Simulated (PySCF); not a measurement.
# Excitation energy of B+ by level of theory

B+ [He] 2s2 (1S) → B+ [He] 2s1 3s1 (3S), as a difference of total energies. Calculation: PySCF 2.14, in aug-cc-pVQZ with one added diffuse shell each of s, p, d, f, g type (7s6p5d4f3g, 105 functions); the non-relativistic Hamiltonian (point nucleus). Correlated levels: valence: 1s2 frozen. The calculations carry no spin-orbit coupling.

```csv
method,excitation energy (eV),error (eV)
UHF,14.628,-1.462
LDA,15.368,-0.722
PBE,15.359,-0.731
PBE0,15.377,-0.713
r2SCAN,15.281,-0.809
BP86,15.443,-0.647
LC-wPBE,15.601,-0.489
HSE06,15.379,-0.711
B97-3,15.615,-0.475
MP2 (valence),15.570,-0.520
SCS-MP2 (valence),15.840,-0.250
```

Reference: 16.090 eV (measured; NIST levels).

Errors of the correlated levels include the incompleteness of this basis and the frozen core.
